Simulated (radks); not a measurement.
Values are calculated unless marked as measured or tabulated.
Question: All-electron atom: Pb+ in [Xe] 4f14 5d10 6s1.5 6p1.5 (fractional occupations, a model configuration). Level of theory: scalar-relativistic Kohn-Sham, PBE, spin-unpolarised, spherical densities, finite nucleus; Fermi nuclear charge, rms radius 5.5012 fm (a radial shooting solver on a logarithmic mesh with Libxc functionals). Some entries of the table are withheld. Estimate them.

orbital,occ.,eigenvalue (hartree),<r^2> (bohr^2)
1s,2,-3236.982,0.0003575
2s,2,-579.2845,0.005422
2p,6,-497.1536,(1)
3s,2,-139.3044,0.03487
3p,6,(2),0.03612
3d,10,-91.64588,0.02993
4s,2,-31.78344,0.1666
4p,6,-24.05679,(3)
4d,10,-15.09552,0.2143
5s,2,-5.61112,0.8166
4f,14,-5.20227,0.2467
5p,6,-3.47239,(4)
5d,10,-1.09268,1.954
6s,1.5,(5),5.622
6p,1.5,-0.37802,10.09

Answer: 
(1) 2p <r^2> (bohr^2): 0.004618
(2) 3p eigenvalue (hartree): -115.7397
(3) 4p <r^2> (bohr^2): 0.1909
(4) 5p <r^2> (bohr^2): 1.076
(5) 6s eigenvalue (hartree): -0.72769
